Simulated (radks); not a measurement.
Er2.25+, 65.75 electrons, occupied as [Kr] 4d10 4f12 5s(up 1, down 0.75) 5p6 (fractional occupations, a model configuration).

Method: scalar-relativistic Kohn-Sham, PBE, spin-polarised, spherical densities, finite nucleus; open shells are filled with parallel spins first (spin-orbit coupling, left out, can overturn this in heavy ions); Fermi nuclear charge, rms radius 5.2516 fm; computed with a radial shooting solver on a logarithmic mesh with Libxc functionals.

Energy parts (eV):
total: -356027.46
kinetic: 385914.54
electron-nucleus: -872529.91
Hartree: 138131.51
exchange-correlation: -7543.59

Orbitals (lengths in bohr, moments of r in powers of bohr; <r^-3> diverges for s and p1/2):
| orbital | occ. | eigenvalue (eV) | <r> | <r^2> | <r^-3> | <1/r> |
|---|---|---|---|---|---|---|
| 1s up | 1 | -57380.33 | 0.02037 | 0.0005680 | - | 77.54 |
| 1s down | 1 | -57380.30 | 0.02037 | 0.0005680 | - | 77.54 |
| 2s up | 1 | -9655.063 | 0.08647 | 0.008835 | - | 18.05 |
| 2s down | 1 | -9655.025 | 0.08647 | 0.008835 | - | 18.05 |
| 2p up | 3 | -8542.689 | 0.07672 | 0.007187 | 14320 | 16.67 |
| 2p down | 3 | -8542.656 | 0.07672 | 0.007187 | 14320 | 16.67 |
| 3s up | 1 | -2177.518 | 0.2254 | 0.05804 | - | 6.657 |
| 3s down | 1 | -2176.653 | 0.2253 | 0.05801 | - | 6.659 |
| 3p up | 3 | -1839.025 | 0.2245 | 0.05843 | 3085 | 6.219 |
| 3p down | 3 | -1838.161 | 0.2245 | 0.05840 | 3087 | 6.221 |
| 3d up | 5 | -1414.995 | 0.2038 | 0.04875 | 409.4 | 5.895 |
| 3d down | 5 | -1414.333 | 0.2037 | 0.04871 | 409.7 | 5.897 |
| 4s up | 1 | -444.7037 | 0.5083 | 0.2916 | - | 2.810 |
| 4s down | 1 | -442.8798 | 0.5083 | 0.2917 | - | 2.810 |
| 4p up | 3 | -333.3881 | 0.5392 | 0.3308 | 695.4 | 2.571 |
| 4p down | 3 | -331.5872 | 0.5392 | 0.3309 | 694.9 | 2.570 |
| 4d up | 5 | -184.2113 | 0.5839 | 0.3960 | 77.44 | 2.269 |
| 4d down | 5 | -182.4231 | 0.5841 | 0.3963 | 77.36 | 2.268 |
| 4f up | 7 | -21.9029 | 0.8056 | 0.8719 | 10.72 | 1.661 |
| 4f down | 5 | -20.2735 | 0.8199 | 0.9136 | 10.57 | 1.646 |
| 5s up | 1 | -70.4712 | 1.245 | 1.746 | - | 1.063 |
| 5s down | 0.75 | -69.3772 | 1.251 | 1.763 | - | 1.057 |
| 5p up | 3 | -44.6247 | 1.469 | 2.452 | 88.26 | 0.8864 |
| 5p down | 3 | -43.8046 | 1.480 | 2.490 | 86.29 | 0.8789 |

The highest occupied level is 4f down at -20.273 eV. Spin moment in Bohr magnetons: 2.25. The density falls to 0.001 e/bohr^3 at r = 3.30 bohr. Summed over all electrons, <r^2> = 36.11 bohr^2, which gives a Langevin (diamagnetic) susceptibility term of -28.6 x 10^-6 cm^3/mol.
